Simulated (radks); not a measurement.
Values are calculated unless marked as measured or tabulated.
Ionisation of neutral phosphorus, [Ne] 3s2 3p3, to P+, [Ne] 3s2 3p2, under several functionals. Scalar-relativistic Kohn-Sham, spin-polarised, spherical densities, finite nucleus; open shells are filled with parallel spins first; a radial shooting solver on a logarithmic mesh with Libxc functionals.

functional                                        E(P) (hartree)  Exc (hartree)  IE (eV)  -e(HOMO) (eV)  <r> HOMO (bohr)  IE error (eV)
exchange-only B88                                     -341.56645      -22.66195    9.893          5.703            2.355         -0.594
PBE                                                   -341.97064      -23.08022   10.538          6.283            2.327         +0.051
SOGGA                                                 -341.28014      -22.36814   10.438          6.193            2.328         -0.048
LDA (Slater exchange, VWN5 correlation)               -340.85286      -21.92213   10.528          6.285            2.327         +0.041
BP86                                                  -342.16167      -23.27619   10.569          6.315            2.324         +0.082
AM05                                                  -340.97375      -22.05011   10.455          6.207            2.322         -0.032
LDA (Slater exchange, Perdew-Zunger correlation)      -340.84234      -21.91048   10.488          6.250            2.330         +0.001
XLYP                                                  -342.25174      -23.36780   10.252          5.982            2.332         -0.234

NIST Atomic Spectra Database: 10.487 eV (measured). Closest: LDA (Slater exchange, Perdew-Zunger correlation). The Delta-SCF values span 0.68 eV, the total energies 1.41 hartree. The highest occupied level is 3p. Open shells are spherical and high-spin; term and fine-structure splittings are not resolved.
